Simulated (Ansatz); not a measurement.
Ansatz (a program for electronic structure) input:

Ansatz 0.2 input:
```yaml
crystal:
  periodic: [false, false, false]
  atoms:
    - {symbol: Sb, position_ang: [0.08899666, -0.55059394, -0.00158287]}
    - {symbol: I, position_ang: [-2.85725346, -1.27442081, -0.01161614]}
    - {symbol: I, position_ang: [-0.33901916, 2.20893576, -0.07612710]}
    - {symbol: I, position_ang: [3.11594191, -0.34704061, 0.02253386]}
basis:
  gaussian:
    orbitals: def2-TZVP
hamiltonian:
  xc: b3lyp
  dispersion: d3bj
total_charge: -1
magnetization: {spin_polarized: true, initial_magnetization: 1}
relax: {f_tol: 0.002, max_steps: 150}
```

### Question
Predict the final energy.

### Answer
-1133.98265 Eh (B3LYP-D3(BJ)/def2-TZVP). The basis has 200 functions.
